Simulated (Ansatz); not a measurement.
## CH3GeO: where a starting geometry ends

The starting geometry of this gas-phase doublet was optimised with GFN2-xTB; its bonds are those of `[CH3][Ge]=[O]`.

```yaml
atoms:
  - { symbol: C, position_ang: [-1.0302, -1.0919, -0.2437] }
  - { symbol: Ge, position_ang: [0.0785, -2.0056, 1.3603] }
  - { symbol: O, position_ang: [1.2658, -1.1106, 1.9417] }
  - { symbol: H, position_ang: [-0.3947, -1.1790, -1.1169] }
  - { symbol: H, position_ang: [-1.9812, -1.5872, -0.3849] }
  - { symbol: H, position_ang: [-1.1441, -0.0606, 0.0641] }
```

**Question.** Predict what it relaxes into with B3LYP-D3(BJ)/def2-SVP.

**Answer.** It keeps its bonds, and is `[CH3][Ge]=[O]`.

The energy falls by 0.16 eV over 5 steps:

| step | E − E(last) (eV) |
| --- | --- |
| 1 | 0.160 |
| 2 | 0.039 |
| 3 | 0.001 |
| 4 | 0.000 |
| 5 | 0.000 |

Final geometry (Å):

```yaml
atoms:
  - { symbol: C, position_ang: [-1.0028, -1.1048, -0.2021] }
  - { symbol: Ge, position_ang: [0.0119, -2.0260, 1.3059] }
  - { symbol: O, position_ang: [1.2453, -1.0702, 1.8949] }
  - { symbol: H, position_ang: [-0.3662, -1.1855, -1.0963] }
  - { symbol: H, position_ang: [-1.9694, -1.5972, -0.3683] }
  - { symbol: H, position_ang: [-1.1246, -0.0513, 0.0866] }
```

Frequencies at the end are all real (lowest 24 cm⁻¹). Open shells are spin-unrestricted. Run with Ansatz 0.2.0, 47 s on 1 thread of AMD EPYC (Zen 3), with other jobs on the host.
